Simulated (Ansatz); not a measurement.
`O[Si](O)F` radical from Hartree–Fock to CCSD(T)

Z-matrix (Å, degrees):
```
Si
O 1 1.639
F 1 1.594 2 111.3
O 1 1.630 2 107.8 3 115.2
H 2 0.959 1 117.8 3 72.2
H 4 0.959 1 117.1 2 45.2
```

Total charge 0; spin multiplicity 2. The geometry is a stationary point of PBE0-D4/def2-TZVP. It is one conformer, not always the lowest. Frozen core, unrestricted reference, Ansatz. CBS rows extrapolate triple and quadruple zeta; past MP2 they add the triple-zeta difference.

```csv
basis,HF (Eh),MP2 corr.
def2-SVP,-539.07825,-0.63148
def2-TZVPP,-539.52697,-0.82353
def2-QZVPP,-539.54949,-0.89650
```

Q: Estimate the CCSD correlation energy and the (T) correction in each basis where they were run (hartree).

A: 
```tsv
basis	CCSD corr.	(T)
def2-SVP	-0.64655	-0.01200
def2-TZVPP	-0.83133	-0.02746
CBS(def2)	-0.95835	as TZ
```
